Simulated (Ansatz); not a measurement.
```xyz
8

F    -1.440   -1.413   -1.853
C    -0.524   -0.885   -1.076
F     0.633   -1.430   -1.414
N    -0.744   -0.045   -0.213
Si    0.314    0.763    0.898
H     0.192    2.216    0.639
H    -0.164    0.448    2.264
H     1.734    0.346    0.755
```

The species carries charge 0 and has multiplicity 1.

Problem. List the ωB97M-V/def2-TZVPP orbital energies in eV (Ansatz). (An estimate is asked.)

Solution. Ansatz gave: Occupied: -1807.57, -679.26, -679.21, -394.81, -287.65, -148.61, -102.74, -102.70, -102.70, -39.56, -37.71, -29.05, -21.76, -19.85, -19.11, -18.36, -16.80, -15.84, -15.24, -15.00, -13.19, -12.69, -11.44, -10.98. Lowest empty: 1.89, 1.95, 3.15, 3.22, 3.40, 3.95, 5.68, 5.98.
